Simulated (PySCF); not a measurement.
Compound: C6H11N3Si.
Geometry (GFN2-xTB, Å), atoms numbered from 1 in this order:
```xyz
21
C6H11N3Si angstrom
C      1.9023   -0.1869    1.0506
C      0.9546   -0.5944   -0.0809
C      1.7346   -0.8941   -1.3596
C     -0.0155    0.5275   -0.3087
N      0.4800    1.6171   -0.8936
N     -0.2523    2.6519   -1.1116
N     -1.4961    2.6957   -0.7708
C     -2.0548    1.6495   -0.1811
C     -1.3566    0.4755    0.0925
Si    -2.1894   -1.0025    0.9257
H      2.4406    0.7157    0.7715
H      1.3461    0.0059    1.9662
H      2.6199   -0.9810    1.2411
H      0.3955   -1.4861    0.2254
H      1.0648   -1.2432   -2.1426
H      2.4803   -1.6627   -1.1725
H      2.2310    0.0084   -1.7046
H     -3.0991    1.7656    0.0785
H     -1.4765   -1.3002    2.1683
H     -3.5689   -0.6082    1.2035
H     -2.1493   -2.1367    0.0021
```

Mayer bond orders were computed from the PBE0/pcSseg-1 density (PySCF). One conformer (not necessarily the lowest) at the GFN2-xTB geometry, without solvent, vibrations or thermal averaging.

Question: Rank these bonds by Mayer order, highest first.
A. C9–C4
B. C9–Si10
C. C4–N5
D. C1–C2

Answer: C (1.38), A (1.29), D (1.01), B (0.84).

Question: Set the orders of all bonds between heavy atoms beside their lengths and the difference of the Hirshfeld charges at their ends.

Answer: 
| bond | Mayer order | length (Å) | q(first) − q(second) (e) |
| --- | --- | --- | --- |
| N7–C8 | 1.435 | 1.325 | -0.139 |
| C8–C9 | 1.402 | 1.393 | +0.117 |
| N5–N6 | 1.393 | 1.286 | -0.044 |
| C4–N5 | 1.380 | 1.332 | +0.167 |
| N6–N7 | 1.360 | 1.290 | +0.074 |
| C9–C4 | 1.286 | 1.401 | -0.175 |
| C2–C3 | 1.029 | 1.527 | +0.099 |
| C1–C2 | 1.010 | 1.531 | -0.095 |
| C2–C4 | 1.005 | 1.501 | -0.103 |
| C9–Si10 | 0.842 | 1.890 | -0.415 |

Mayer orders depend on the basis set.
